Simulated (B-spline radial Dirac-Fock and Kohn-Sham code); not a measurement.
**What relativity does to the binding energies of Cs¹³⁺**

System: cesium as Cs¹³⁺ in the configuration [Kr] 4d6.

Both columns are ΔSCF binding energies of the configuration average from a radial B-spline solver: non-relativistic Hartree-Fock with a point nucleus, and Dirac-Fock with a finite nucleus and the Coulomb interaction alone, averaged over the two j levels with weights 2j+1.

```
shell  Hartree-Fock (eV)  Dirac-Fock (eV)  shift (eV)  shift (%)
   1s            34842.6          36395.9    +1553.31      +4.46
   2s             5627.8           6015.5     +387.66      +6.89
   2p             5303.2           5420.0     +116.81      +2.20
   3s             1408.2           1494.1      +85.91      +6.10
   3p             1269.4           1297.4      +28.01      +2.21
   3d             1013.6           1003.9       -9.72      -0.96
   4s              467.8            488.4      +20.66      +4.42
   4p              412.7            419.2       +6.48      +1.57
   4d              322.0            320.1       -1.89      -0.59
```

Relativity binds 1s, 2s, 2p, 3s, 3p, 4s, 4p more strongly, among those listed most of all 2s in relative terms, and 3d, 4d more weakly, because the contracted s and p shells screen the nucleus better.

Values without a named source are computed, but for edge energies of neutral atoms, which are taken from tables.
